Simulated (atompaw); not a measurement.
Reading a pseudo-wave (copper)

Columns: radius, all-electron u(r) and pseudo u(r) of the 4s shell (level -8.10 eV) of copper in the configuration [Ar] 3d10 4s0.5 4p0; PBE, scalar-relativistic, PAW (atompaw) scheme, atompaw 4.2.0.5.

| r (bohr) | all-electron | pseudo |
| --- | --- | --- |
| 0.115 | 0.1260 | 0.0183 |
| 0.231 | 0.0923 | 0.0385 |
| 0.346 | -0.1201 | 0.0617 |
| 0.462 | -0.2518 | 0.0895 |
| 0.577 | -0.2639 | 0.1223 |
| 0.692 | -0.1948 | 0.1607 |
| 0.808 | -0.0840 | 0.2048 |
| 0.923 | 0.0386 | 0.2533 |
| 1.038 | 0.1580 | 0.3052 |
| 1.154 | 0.2672 | 0.3596 |
| 1.269 | 0.3609 | 0.4136 |
| 1.385 | 0.4400 | 0.4661 |
| 1.500 | 0.5036 | 0.5143 |
| 1.615 | 0.5537 | 0.5568 |
| 1.731 | 0.5919 | 0.5923 |
| 1.846 | 0.6191 | 0.6191 |
| 1.962 | 0.6372 | 0.6372 |
| 2.077 | 0.6472 | 0.6472 |
| 2.192 | 0.6505 | 0.6505 |
| 2.308 | 0.6481 | 0.6481 |
| 2.423 | 0.6410 | 0.6410 |
| 2.538 | 0.6300 | 0.6300 |
| 2.654 | 0.6158 | 0.6158 |
| 2.769 | 0.5993 | 0.5993 |
| 2.885 | 0.5806 | 0.5806 |
| 3.000 | 0.5607 | 0.5607 |

(1) How many radial nodes do the two functions have?

(2) At about which radius was the pseudo-wave matched?

(3) Is the pseudo-wave norm-conserving?

## Answers

(1) The all-electron 4s function has n − l − 1 = 3 (the table is too coarse to show those close to the nucleus); the pseudo-wave has 0, since the states of the same l below it are removed with the core.

(2) 1.85 bohr. The columns agree to 0.0005 from 1.73 bohr on; several derivatives are matched, so the curves merge somewhat inside the radius.

(3) No, it belongs to a PAW set: the norm inside the radius is not constrained, and the difference is carried by the augmentation charge.
